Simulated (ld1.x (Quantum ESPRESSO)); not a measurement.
## What one change does to a pseudopotential (Tc (Z = 43), TM)

technetium, norm-conserving Troullier–Martins (Kleinman–Bylander form), made with ld1.x (Quantum ESPRESSO) 7.5 (BLYP, scalar-relativistic). Core [Ar] 3d10, reference 4s2 4p6 4d5 5s1.75 5p0.25. Waves: 4p (bound): rc 1.10 bohr; 4d (bound): rc 2.05 bohr; 4s (bound): rc 1.15 bohr. Local part: the s channel. Core correction: none.

Occupied shells without a wave of their own: 5p, 5s. They enter only through the test configuration that unscreens the potential.

All-electron outer shells of the reference configuration (BLYP, scalar-relativistic, ld1.x):

```csv
shell,level (eV),outermost node (bohr),outermost maximum (bohr)
3p,-416.15,0.16,0.36
3d,-250.16,–,0.31
4s,-73.60,0.50,0.95
4p,-45.54,0.51,1.03
4d,-6.86,0.50,1.27
5s,-5.21,1.28,2.72
5p,-1.53,1.45,3.67
```

Change: wave 4s (bound): rc 1.15 bohr becomes 4s (bound): rc 1.70 bohr.

Cutoffs: the cutoffs (Ry, on a coarse ladder) from which the occupation-weighted sum of valence levels, in a spherical-Bessel basis at the reference potential, stays within 10 and 1 mRy of its value at 400 Ry; they do not see the model core or the augmentation charge, which bear on the density cutoff. Errors are all-electron minus pseudo energies relative to the spin-unpolarised reference configuration.

**Question.** What does the change do?

**Answer.** The potential gets softer (120 Ry and 200 Ry → 110 Ry and 140 Ry); the miss of the reference levels goes from 0.10 to 1.51 eV; of the 7 tests that both files solve, the error grows in 7 and shrinks in 0 by more than 15 % and 0.3 meV (median size 180.2 → 2817.8 meV); the range in which the s phases agree narrows (upper end -0.1 → -1.7); the range in which the p phases agree narrows (upper end 0.9 → -0.3); neither file shows a bound ghost at the reference potential, the only one tested. A larger radius leaves more room for a smooth pseudo-wave, so fewer plane waves are needed. More of the atom is replaced by a form fitted at one configuration, so other configurations suffer.

| quantity | base | changed |
| --- | --- | --- |
| cutoff, loose | 120 Ry | 110 Ry |
| cutoff, tight | 200 Ry | 140 Ry |
| loose cutoff by channel (10 mRy a level) | p 60 Ry, d 35 Ry, s 90 Ry | p 60 Ry, d 35 Ry, s 30 Ry |
| bound ghosts | none | none |
| largest miss of a reference level, eV | 0.10 | 1.51 |
| error for 4s2 4p6 4d5 5s2 5p0, meV [ΔE -0.91 eV] | +17 | +323 |
| error for 4s2 4p6 4d5 5s1 5p0, meV [ΔE 7.21 eV] | -107 | -1512 |
| error for 4s2 4p6 4d5 5s0 5p0, meV [ΔE 22.18 eV] | -294 | -4269 |
| error for 4s2 4p6 4d5 5s0 5p1, meV [ΔE 11.80 eV] | -184 | -3202 |
| error for 4s2 4p6 4d3 5s0 5p0, meV [ΔE 92.71 eV] | -543 | -7812 |
| error for 4s2 4p6 4d5 5s1 5p1, meV [ΔE 2.84 eV] | -52 | -1035 |
| error for 4s2 4p6 4d6 5s0 5p0, meV [ΔE 5.41 eV] | -180 | -2818 |
| s: phases at 2.24 bohr within 0.05 rad from the reference energy up to (Ry; the scan ends near 5) | -0.1 | -1.7 |
| p: phases at 2.24 bohr within 0.05 rad from the reference energy up to (Ry; the scan ends near 5) | 0.9 | -0.3 |
| d: phases at 2.24 bohr within 0.05 rad from the reference energy up to (Ry; the scan ends near 5) | to the end of the scan | 1.5 |

Base: The 5p, 5s levels have no wave, so the channel is fitted at the deeper level alone: the likely source of the large errors. Changed file: These tests converged, but a pseudo level misses the all-electron one widely, so the file describes the atom poorly there or has found another state: 4s2 4p6 4d5 5s2 5p0: 5s by 1.4 eV; 4s2 4p6 4d5 5s1 5p0: 5s by 2.3 eV (a node warning on the way); 4s2 4p6 4d5 5s0 5p0: empty 5s by 3.3 eV; 4s2 4p6 4d5 5s0 5p1: empty 5s by 2.6 eV; 4s2 4p6 4d3 5s0 5p0: empty 5s by 5.6 eV; 4s2 4p6 4d5 5s1 5p1: 5s by 1.8 eV; 4s2 4p6 4d6 5s0 5p0: empty 5s by 2.3 eV. The 5p, 5s levels have no wave, so the channel is fitted at the deeper level alone: the likely source of the large errors.
